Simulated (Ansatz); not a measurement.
Calculated with Ansatz (gas phase, PBE0-D4/def2-TZVP geometries, no zero-point term in ΔE). CCSD(T)/CBS is the MP2 limit (def2-TZVPP, def2-QZVPP) plus CCSD(T) − MP2 in def2-TZVPP, frozen cores. This one scheme is used for every species. DFT in def2-TZVPP. B3LYP here is the variant with VWN-RPA as its local correlation; programs differ in this. Each species was taken in one conformer, which may not be the lowest.

`N=C(Cl)BN` + CH₃OH → `COC(=N)Cl` + `BN`  (substitution at a C–B bond)

`N=C(Cl)BN`:

Cartesian coordinates in Å:
```
N -1.820 1.046 0.080
C -0.933 0.169 0.005
Cl -1.360 -1.574 -0.172
B 0.615 0.485 0.057
N 1.533 -0.538 -0.034
H -2.772 0.683 0.031
H 0.957 1.620 0.175
H 1.254 -1.502 -0.134
H 2.526 -0.389 -0.007
```

CH₃OH:

```xyz
6

C     0.345   -0.046    0.073
O    -1.045   -0.228    0.211
H     0.825   -0.664    0.833
H     0.649    0.995    0.240
H     0.714   -0.366   -0.909
H    -1.489    0.309   -0.448
```

`COC(=N)Cl`:

Z-matrix (Å, degrees):
```
C
O 1 1.418
H 1 1.094 2 111.0
H 1 1.087 2 105.8 3 -118.8
H 1 1.094 2 111.0 3 122.5
C 2 1.337 1 116.1 3 -61.2
Cl 6 1.725 2 108.7 1 180.0
N 6 1.252 2 131.2 1 -0.0
H 8 1.016 6 112.8 2 0.0
```

`BN`:

```xyz
6

B     0.376    0.104   -0.560
N    -0.387   -0.107    0.576
H     1.245   -0.674   -0.829
H     0.147    1.060   -1.244
H    -1.132    0.505    0.861
H    -0.250   -0.888    1.195
```

| level | ΔE (kJ/mol) | difference from CCSD(T)/CBS |
| --- | --- | --- |
| LDA (SPW92) | 37.0 | -18.7 |
| revPBE-D4 | 50.4 | -5.3 |
| B3LYP-D4 | 49.7 | -6.0 |
| B2PLYP | 48.6 | -7.1 |
| PBE | 48.6 | -7.1 |
| revPBE | 51.4 | -4.3 |
| r2SCAN | 46.4 | -9.3 |
| LC-ωPBE | 38.5 | -17.2 |
| RPA@PBE/def2-TZVPP | 48.7 | -7.0 |
| HF/def2-SVP | 40.1 | -15.6 |
| CCSD/def2-SVP | 41.1 | -14.6 |
| CCSD(T)/def2-SVP | 40.3 | -15.4 |
| MP2/def2-TZVPP | 48.6 | -7.1 |
| CCSD(T)/def2-TZVPP | 50.6 | -5.1 |
| SCS-MP2/def2-QZVPP | 51.5 | -4.2 |
| HF/CBS(def2) | 40.9 | -14.8 |
| CCSD(T)/CBS | 55.7 | 0 |

Largest T1 diagnostic among the species: 0.014.

From BLYP to BHLYP (50 % exact exchange), in def2-TZVPP and without D4, ΔE moves by −6.5 kJ/mol. In def2-TZVPP, CCSD(T) changes the Hartree–Fock value by +9.5 kJ/mol (the triples alone add +0.4 kJ/mol) and MP2 by +7.5 kJ/mol. At CCSD(T), def2-SVP lies −15.4 kJ/mol from the extrapolated value and def2-TZVPP −5.1 kJ/mol.
